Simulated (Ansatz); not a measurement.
Reaction (redistribution): `C[SiH2]C(O)(F)F` + `[NH]=[V]([NH2])([OH])[OH]` → `OC(F)(F)[SiH3]` + `C[N]=[V]([NH2])([OH])[OH]`

Computed with Ansatz on PBE0-D4/def2-TZVP structures; ΔE is electronic, products minus reactants. CCSD(T)/CBS is the MP2 limit (def2-TZVPP, def2-QZVPP) plus CCSD(T) − MP2 in def2-TZVPP, frozen cores. Functionals use def2-TZVPP. B3LYP here is the variant with VWN-RPA as its local correlation; programs differ in this. For V outer-core shells are correlated without core-valence functions, which leaves a few kJ/mol of doubt a bond. Scalar relativity is left out up to krypton. Each species was taken in one conformer, which may not be the lowest.

```tsv
level	ΔE (kJ/mol)	difference from CCSD(T)/CBS
r2SCAN-D4	49.5	2.0
B3LYP-D4	44.5	-3.0
ωB97M-V	54.7	7.2
PBE	43.8	-3.7
r2SCAN	49.4	1.9
PBE0	46.3	-1.2
HF/def2-TZVPP	43.3	-4.2
MP2/def2-TZVPP	32.3	-15.2
SCS-MP2/def2-TZVPP	30.9	-16.6
CCSD/def2-TZVPP	45.4	-2.1
CCSD(T)/def2-TZVPP	45.9	-1.6
HF/def2-QZVPP	43.4	-4.1
MP2/def2-QZVPP	33.3	-14.2
SCS-MP2/def2-QZVPP	32.0	-15.5
HF/CBS(def2)	43.4	-4.1
CCSD/CBS(def2)	47.0	-0.5
CCSD(T)/CBS	47.5	0
```

Largest T1 diagnostic among the species: 0.030, so the coupled-cluster value is less sure than usual.
